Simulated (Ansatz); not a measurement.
Born–Oppenheimer molecular dynamics of AlClFH5N2 (10 atoms, charge 0, multiplicity 1). It starts at the highest image of a converged band, a first-order saddle point between two minima.

The calculation used Ansatz 0.2.0, RKS PBE0/def2-SVP.

* ensemble: NVE (velocity Verlet)
* time step: 0.5 fs
* steps asked: 200
* starting velocities drawn for: 100 K
* seed: 2053

First frame:

```xyz
10
Properties=species:S:1:pos:R:3
Al -0.093 0.096 0.198
F -0.191 -0.626 1.717
Cl 1.886 -0.098 -0.603
N -1.507 0.067 -0.887
H -1.796 -0.744 -1.422
H -2.083 0.856 -1.152
N 0.016 2.005 0.862
H 0.925 2.387 0.593
H -0.712 2.648 0.548
H -0.016 1.959 1.883
```

Question: How far do the bonds stretch over the last three quarters of this one trajectory? (Pairs bonded in most of those frames.)

Answer: 
```tsv
bond	mean (Å)	spread (Å)	shortest	longest
Al1–F2	1.681	0.006	1.67	1.69
Al1–Cl3	2.142	0.023	2.10	2.17
Al1–N4	1.798	0.016	1.78	1.82
Al1–N7	2.025	0.002	2.02	2.03
N4–H5	1.019	0.007	1.00	1.03
N4–H6	1.019	0.011	1.00	1.04
N7–H8	1.022	0.008	1.01	1.03
N7–H9	1.022	0.007	1.01	1.04
N7–H10	1.022	0.003	1.02	1.03
```

Mean temperature of the second half: 144 K. The conserved energy stayed within 0.04 meV per atom of its start (net change 0.023 meV per atom), so the integration is sound. The kinetic energy rose, since the run started high on the potential surface and went downhill. A run of 0.1 ps of so small a system gives no equilibrium averages. The orbitals stay closed-shell, which can raise the energy where a bond breaks towards radicals; this wasn't checked here.

Time of the run: 6.4 min on 2 threads of Intel(R) Xeon(R) 6975P-C (Granite Rapids) (shared host), peak memory 0.24 GiB.
